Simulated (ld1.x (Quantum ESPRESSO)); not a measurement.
## Ca (Z = 20), TM: configuration errors across variants

```json
{
  "Element": "Ca",
  "Generator": "ld1.x (Quantum ESPRESSO) 7.5",
  "Type": "norm-conserving Troullier–Martins (Kleinman–Bylander form)",
  "Functional": "PBE",
  "Relativity": "scalar-relativistic",
  "Frozen core": "[Ne] 3s2",
  "Valence charge": "8",
  "Reference configuration": "3p6 3d0 4s1.75 4p0 (charge +0.25)",
  "Partial waves": "4s (bound): rc 3.40 bohr; 3p (bound): rc 1.30 bohr; 3d (bound, empty): rc 2.15 bohr",
  "Local potential": "all-electron potential smoothed inside 3.35 bohr (lloc = -2)",
  "Core correction": "a·sin(br)/r model core, default radius (core density twice the valence density)"
}
```

All-electron excitation energies from the reference (eV): (1) 3p6 3d0 4s2 4p0 -1.095; (2) 3p6 3d0 4s1 4p0 5.215; (3) 3p6 3d0 4s0 4p0 17.036; (4) 3p6 3d0 4s1.5 4p0 1.409; (5) 3p6 3d1 4s1 4p0 1.188; (6) 3p6 3d1 4s0 4p0 6.594; (7) 3p5 3d0 4s2 4p0 33.573.

The default core radius of the base comes out at 0.64 bohr.

2 further variants failed, have other tests or too few solved ones, and are left out.

Errors AE − PS in meV (a dash: test not solved or not reliable):

```tsv
change	(1)	(2)	(3)	(4)	(5)	(6)	(7)	bound ghosts
base	+0.3	+2.3	+0.9	+0.2	-49	-101	-223	none
wave 3p (bound): rc 1.30 bohr becomes 3p (bound): rc 0.94 bohr	+0.3	+2.3	+0.9	+0.2	-49	-101	-223	none
wave 3d (bound): rc 2.15 bohr becomes 3d (bound): rc 2.42 bohr	+0.3	+2.3	+0.9	+0.2	-36	-75	-223	none
wave 4s (bound): rc 3.40 bohr becomes 4s (bound): rc 3.44 bohr	+0.3	+2.3	+0.9	+0.2	-49	-101	-223	none
all radii but the core radius scaled by about 1.29 (s 4.40, p 1.68, d 2.78 bohr); local potential all-electron potential smoothed inside 4.34 bohr (lloc = -2)	-0.1	-4.9	-67	-0.4	+11	+25	-68	none
```

**Question.** Give the same row for: core correction a·sin(br)/r model core inside 1.00 bohr.

**Answer.** +0.3, +2.3, +0.9, +0.2, -49, -101, -224; bound ghosts: none.
